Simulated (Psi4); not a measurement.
Predicting a hybrid from its neighbours: YCl3 (yttrium trichloride)

YCl3 has 4 atoms, charge 0, and is taken as a singlet. As SMILES, `[Cl][Y]([Cl])[Cl]`. Geometry: relaxed at PBE0-D4/def2-TZVP.

The HOMO–LUMO gap y, in eV, basis def2-SVP with a core potential; a is the functional's share of exact exchange. Programs: Psi4 1.11.

| functional | program | a | y (eV) |
| --- | --- | --- | --- |
| revPBE | Psi4 | 0 | 4.09 |
| BLYP | Psi4 | 0 | 3.77 |
| B3LYP | Psi4 | 0.2 | ? |
| PBE0 | Psi4 | 0.25 | 6.15 |
| BHLYP | Psi4 | 0.5 | 7.92 |

Fit y = c + s·a to the known rows and predict B3LYP.


1. Means of the 4 rows: a = 0.1875, y = 5.482.
2. Σ(Δa)² = 0.17188, Σ(Δa·Δy) = 1.3856, so the slope is 1.3856/0.17188 = 8.0614.
3. Intercept: 5.482 − (8.0614) × 0.1875 = 3.970. The largest residual of the fit is 0.20.
4. B3LYP: 3.970 + (8.0614) × 0.2 = 5.58 eV.

The run gave 5.48 eV, so the prediction is off by +0.10 eV, within the largest residual. Exact exchange lowers occupied levels and raises empty ones. The rows mix families of semi-local functionals, which the line can't see.
